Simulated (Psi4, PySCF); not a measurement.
Intermolecular potential of H2 ··· H2Se (SMILES [H][H] and [SeH2]). Monomers: optimised at B3LYP-D3(BJ) (def2-TZVP), held rigid. Orientation: a random orientation, not optimised. Only R, the distance of the centres of mass, is varied, so the lowest point isn't the relaxed dimer.

Geometry at R = 3.33 Å (first 2 atoms: monomer A):
```
5

H      0.3719     0.0000     0.0000
H     -0.3719     0.0000     0.0000
Se     0.7190     0.4259    -3.2375
H      1.3614    -0.3006    -2.1321
H      0.0106    -0.7886    -3.6679
```

- RKS-B3LYP/6-31G* = restricted B3LYP/6-31G*, spherical d, no counterpoise correction in PySCF
- PBE-D3(BJ)/def2-TZVP, counterpoise-corrected (Psi4)
- CCSD(T)/aug-cc-pVDZ = Psi4 with DF-CCSD(T)/aug-cc-pVDZ, frozen core, counterpoise-corrected

Interaction energies in kJ/mol:

| R / Å | RKS-B3LYP/6-31G* | PBE-D3(BJ)/def2-TZVP |
|---|---|---|
| 2.75 | 33.37 | 25.44 |
| 2.93 | 19.38 | 13.60 |
| 3.11 | 11.15 | 6.74 |
| 3.33 | 5.67 | 2.27 |
| 3.50 | 3.41 | 0.51 |
| 3.75 | 1.70 | -0.66 |
| 4.01 | 0.91 | -0.98 |
| 4.33 | 0.49 | -0.88 |
| 4.81 | 0.24 | -0.53 |
| 5.57 | 0.08 | -0.18 |
| 6.52 | 0.02 | -0.05 |
| 7.83 | 0.00 | -0.01 |

Task: Predict the corresponding CCSD(T)/aug-cc-pVDZ column.

Result: 2.75: 32.04; 2.93: 18.19; 3.11: 9.99; 3.33: 4.51; 3.50: 2.27; 3.75: 0.63; 4.01: -0.02; 4.33: -0.23; 4.81: -0.21; 5.57: -0.10; 6.52: -0.03; 7.83: -0.01 (kJ/mol).
